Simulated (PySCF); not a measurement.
A geometry optimisation on `[CH]#[W]([O]C)([O]C)[O]C` (W(CH)(OMe)3).

Method: PBE0-D3(BJ)/def2-SVP geometry optimisation, gas phase, def2 core potentials past Kr (PySCF 2.14.0). Start geometry: GFN2-xTB. A driver script takes a list of jobs; this job's settings line and coordinates (Å) are shown.

Input:
```
{"job": {"xc": "PBE0", "basis": "def2-SVP", "d3": "d3bj", "grid": 1, "maxiter": 30, "shake": 0.03, "kind": "geom"}, "charge": 0, "multiplicity": 1}
W      0.054900    -0.066080    -0.195980
C      0.025630    -0.047190     1.639370
H      0.013730    -0.064330     2.701200
O      1.696400    -0.832930    -0.830200
C      2.745060    -1.491500    -0.394220
H      2.749970    -1.475610     0.732940
H      3.669680    -0.937620    -0.722450
H      2.836590    -2.485910    -0.758660
O     -0.090000     1.869680    -0.658100
C     -0.121440     3.138140    -0.162230
H     -0.166500     3.095030     0.936600
H     -0.986870     3.679290    -0.538180
H      0.696590     3.728670    -0.542090
O     -1.625460    -0.945350    -0.713240
C     -2.673690    -1.691780    -0.214790
H     -2.595320    -1.655450     0.907630
H     -2.657710    -2.650830    -0.621270
H     -3.627880    -1.149300    -0.488620
```

Output:
```
step   0  E = -450.49727492  max force = 0.098867
step   1  E = -450.53136070  max force = 0.042998
step   2  E = -450.53490394  max force = 0.033654
step   3  E = -450.53625554  max force = 0.006657
step   4  E = -450.53656996  max force = 0.002780
step   5  E = -450.53666548  max force = 0.000924
step   6  E = -450.53669718  max force = 0.000863
step   7  E = -450.53670550  max force = 0.000430
optimisation converged
```

Energies in Eh; «max force» is the largest Cartesian gradient component in Eh/bohr.

Problem. How much energy does the optimisation release, in eV?

Solution. E(step 0) − E(last step) = 0.039431 Eh, which is 1.073 eV.

Main results: final energy -450.53671 Eh after 7 steps; dipole 0.99 D.

Problem. Give the final coordinates.

Solution. 0.172 Å rms from the input after alignment:
```
atom  x, y, z in Å
W1    -0.0148    0.0259   -0.3613
C2     0.0324   -0.0333    1.3881
H3     0.0620   -0.0689    2.4808
O4     1.5852   -0.8009   -0.9172
C5     2.6834   -1.4266   -0.3235
H6     2.6539   -1.3248    0.7749
H7     3.6179   -0.9767   -0.6989
H8     2.6911   -2.4992   -0.5810
O9    -0.1082    1.8611   -0.7795
C10   -0.1267    3.0782   -0.0959
H11   -0.1472    2.9212    0.9962
H12   -1.0175    3.6590   -0.3896
H13    0.7682    3.6692   -0.3542
O14   -1.5641   -0.9351   -0.8350
C15   -2.5811   -1.6370   -0.1848
H16   -2.5062   -1.5235    0.9103
H17   -2.5204   -2.7094   -0.4361
H18   -3.5643   -1.2621   -0.5155
```

Hardware: one thread of an Arm Neoverse V1, no GPU (shared host). Cost: 2.8 min of wall time, 0.73 GiB resident at most.
Labels such as C1 count atoms from 1, the log's own numbers from 0.
